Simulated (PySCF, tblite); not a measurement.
Isomers of C7H6O2, one GFN2-xTB conformer each. Single-point energies are computed at PBE0/pcSseg-1 (PySCF, gas phase, no added dispersion term), electronic only.

```
            SMILES  GFN2-xTB relative energy (kcal/mol)
    CC#Cc1ccc(O)o1                                  0.0
C#CC1=CC[C@H]1OC=O                                 36.5
   CC=C=C=C1COC1=O                                 30.6
```

Conformers: `[CH3:1][C:2]#[C:3][c:4]1[cH:5][cH:6][c:7]([OH:8])[o:9]1` with C6–C7–O8–H 180°; `[CH:1]#[C:2][C:3]1=[CH:4][CH2:5][C@H:6]1[O:7][CH:8]=[O:9]` with C5–C6–O7–C8 -141°, C6–O7–C8–O9 1°.

Question: What does PBE0/pcSseg-1 give for the same structures?

Answer: 
```tsv
SMILES	PBE0/pcSseg-1 E (Eh)	PBE0/pcSseg-1 (kcal/mol)	GFN2-xTB (kcal/mol)	point group
CC#Cc1ccc(O)o1	-420.19233	0.0	0.0	–
CC=C=C=C1COC1=O	-420.16866	14.9	30.6	Cs
C#CC1=CC[C@H]1OC=O	-420.15346	24.4	36.5	C1
```

Both levels put the same isomer lowest; measured from each level's own lowest isomer, the values differ by up to 15.7 kcal/mol (CC=C=C=C1COC1=O: 30.6 against 14.9). As drawn, the lowest has an aromatic ring and an O–H bond, which the highest lacks; the highest has a four-membered ring, a C=O bond and a C(=O)–O unit, which the lowest lacks.

Question: Which frontier levels, dipoles and rotational constants go with these structures?

Answer: 
```tsv
SMILES	HOMO (eV, PBE0/pcSseg-1)	LUMO (eV)	dipole (D)	A, B, C (MHz)
CC#Cc1ccc(O)o1	-5.68	-0.24	1.33	5589, 781.4, 688.5
CC=C=C=C1COC1=O	-7.34	-2.51	5.65	4335, 723.2, 624.7
C#CC1=CC[C@H]1OC=O	-7.23	-1.18	2.26	2246, 1370, 928.0
```

Question: What happens when harmonic zero-point energies from GFN2-xTB frequencies are added?

Answer: 
```csv
SMILES,ZPE (kcal/mol),electronic (kcal/mol),with ZPE (kcal/mol)
CC#Cc1ccc(O)o1,68.0,0.0,0.0
CC=C=C=C1COC1=O,67.4,14.9,14.3
C#CC1=CC[C@H]1OC=O,67.3,24.4,23.7
```

The zero-point energies span 0.7 kcal/mol. The order is unchanged.
